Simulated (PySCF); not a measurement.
B(Cl)(Et)(OH) (C2H6BClO), SMILES CCB(O)Cl.

Coordinates come from a PBE-D3(BJ)/def2-SVP optimisation. This is a generated structure with no PubChem entry under its InChIKey; it may be hypothetical. Other conformers were not sampled.

The numbers are results of PBE-D3(BJ)/def2-SVP (PySCF), not measurements.

Frequencies are harmonic and unscaled.

**Question.** List the normal modes with their intensities. (The exact figures need the calculation; the answer reports its results.)

**Answer.** 
| mode | ν (cm⁻¹) | IR (km/mol) | moving atoms (share of kinetic energy) |
|---|---|---|---|
| 1 | 36 | 0.3 | H 45 %, C 34 %, O 16 % |
| 2 | 175 | 0.7 | C 41 %, Cl 30 %, H 22 % |
| 3 | 203 | 0.4 | H 84 % |
| 4 | 352 | 4.4 | H 36 %, C 22 %, O 19 %, Cl 13 %, B 11 % |
| 5 | 355 | 14.5 | O 37 %, H 22 %, Cl 17 %, C 14 %, B 10 % |
| 6 | 501 | 1.8 | B 42 %, H 30 %, C 16 %, O 10 % |
| 7 | 572 | 17.7 | Cl 29 %, C 25 %, O 20 %, B 14 %, H 13 % |
| 8 | 620 | 112.0 | H 82 %, O 12 % |
| 9 | 721 | 10.3 | H 61 %, B 19 %, C 18 % |
| 10 | 870 | 91.5 | H 53 %, B 26 %, C 16 % |
| 11 | 953 | 0.4 | H 77 %, C 16 % |
| 12 | 968 | 37.8 | H 81 %, C 14 % |
| 13 | 1043 | 4.8 | C 66 %, H 32 % |
| 14 | 1137 | 221.0 | H 51 %, B 35 % |
| 15 | 1208 | 10.6 | H 79 %, C 17 % |
| 16 | 1239 | 93.4 | H 36 %, C 34 %, B 18 %, O 11 % |
| 17 | 1347 | 0.3 | H 82 %, C 18 % |
| 18 | 1370 | 5.8 | H 90 %, C 9 % |
| 19 | 1398 | 166.8 | B 53 %, H 20 %, O 16 %, C 11 % |
| 20 | 1425 | 12.8 | H 96 % |
| 21 | 1432 | 27.5 | H 87 % |
| 22 | 2945 | 12.3 | H 94 % |
| 23 | 2973 | 29.2 | H 97 % |
| 24 | 3012 | 8.1 | H 91 %, C 8 % |
| 25 | 3056 | 21.6 | H 91 %, C 9 % |
| 26 | 3065 | 19.1 | H 91 %, C 9 % |
| 27 | 3713 | 58.6 | H 94 % |
